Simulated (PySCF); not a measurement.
Excitations are Tamm–Dancoff values on a coarser integration grid. The basis has no diffuse functions, so Rydberg states are missing or too high.

Cartesian coordinates (Å):
```xyz
9

N     -1.3329    -0.1795     0.6438
Si    -0.0012     0.4157    -0.2549
N      1.3009    -0.6818    -0.0682
H     -2.0246     0.4552     1.0098
H     -1.7264    -1.0879     0.4518
H      0.1834     1.7979     0.2755
H     -0.1598     0.5140    -1.7350
H      1.6779    -0.8957     0.8422
H      1.9993    -0.7688    -0.7892
```
Charge 0, spin multiplicity 1.

**Question.** What brightest of the four lowest singlets (TDA), S1–T1 gap (TDA), dipole moment, LUMO and S1 excitation (TDA) does r2SCAN-D4/def2-TZVP (PySCF) give?

**Answer.** 
| Property | Value |
|---|---|
| brightest of the four lowest singlets (TDA) | 7.36 eV |
| S1–T1 gap (TDA) | 0.52 eV |
| dipole moment | 0.73 D |
| LUMO | 0.81 eV |
| S1 excitation (TDA) | 6.99 eV |
